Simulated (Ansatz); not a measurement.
```yaml
crystal:
  periodic: [false, false, false]
  atoms:
    - {symbol: S, position_ang: [0.844099, 2.655038, -1.234192]}
    - {symbol: S, position_ang: [-0.744048, -3.937343, 1.178437]}
    - {symbol: S, position_ang: [0.043332, 0.109032, 0.926865]}
    - {symbol: S, position_ang: [0.834624, 4.096783, 0.147634]}
    - {symbol: S, position_ang: [1.476994, 0.782138, -0.439170]}
    - {symbol: S, position_ang: [-1.514498, -0.846447, -0.088563]}
    - {symbol: S, position_ang: [-0.940493, -2.859191, -0.491011]}
basis:
  gaussian: {orbitals: def2-TZVPD, initial_orbitals: start.molden}
total_charge: -1
magnetization: {spin_polarized: true, initial_magnetization: 1}
hamiltonian: {xc: {name: wB97X-V}}
scf: {omitted_lower_state_checks: [starts]}
output: {orbitals: {seedname: orbitals}}
```

The file start.molden holds the orbitals of an earlier run on this structure, at another level or in another basis.

```sh
$ ansatz run in.yaml --threads 4 --pin off --events-out ev --progress --plain --max-ram 4787MiB
```

**Question.** Does this run fit into the memory that it is given?

**Answer.** No. It has 322 basis functions, and Ansatz plans for 6 GiB where 5 GiB are given.
